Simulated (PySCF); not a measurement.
Two-component Hartree-Fock for Co⁸⁺ (cobalt, charge +8)

Start: [Ar] 3d1; 3d3/2 filled at m_j = +3/2. Calculated with PySCF 2.14 in an even-tempered Gaussian basis (17 s from 0.43 bohr⁻², ratio 2.8; 12 p from 0.56 bohr⁻², ratio 2.8; 8 d from 0.56 bohr⁻², ratio 2.8; 4 f from 1.6 bohr⁻², ratio 3): generalised Hartree-Fock with the X2C-1e Hamiltonian and a Gaussian nucleus; one run each with spin-orbit coupling (SO) switched off, then screened by Boettger's factors.

| spinor shell | electrons | ε, spin-free (eV) | ε, screened SO (eV) | weight of nominal j (screened SO) | rms radius, screened SO (bohr) |
| --- | --- | --- | --- | --- | --- |
| 1s1/2 | 2 | -7963.2 | -7963.1 | 1.000 | 0.0649 |
| 2s1/2 | 2 | -1156.1 | -1156.1 | 1.000 | 0.275 |
| 2p1/2 | 2 | -1013.4 | -1024.2 | 0.999 | 0.246 |
| 2p3/2 | 4 | -1013.4 | -1008.1 | 1.000 | 0.249 |
| 3s1/2 | 2 | -292.94 | -292.92 | 1.000 | 0.769 |
| 3p1/2 | 2 | -246.06 | -249.35 | 0.854 | 0.784 |
| 3p3/2 | 4 | -246.06 | -244.42 | 0.927 | 0.791 |
| 3d3/2 | 1 | -186.60 | -186.78 | 0.995 | 0.783 |

```csv
quantity,spin-free,screened SO
E (hartree),-1370.93196,-1370.96562
M_J,3/2,3/2
⟨J²⟩,4.271,3.777
⟨L²⟩,6.005,6.005
⟨S²⟩,0.751,0.752
```

Each row is a mean over spinors that exchange with the open shell spreads, by up to 6.814 eV (3p1/2).

Rows whose weight is well below 1 are mixtures of j = l ± 1/2: exchange outweighs spin-orbit coupling there, and the label is only the starting occupation.

Without spin-orbit coupling the j labels of p, d and f shells carry no meaning; the spin-free column gives the mean over the occupied spinors of each nl shell, and its ⟨J²⟩ belongs to a mixture of degenerate components.
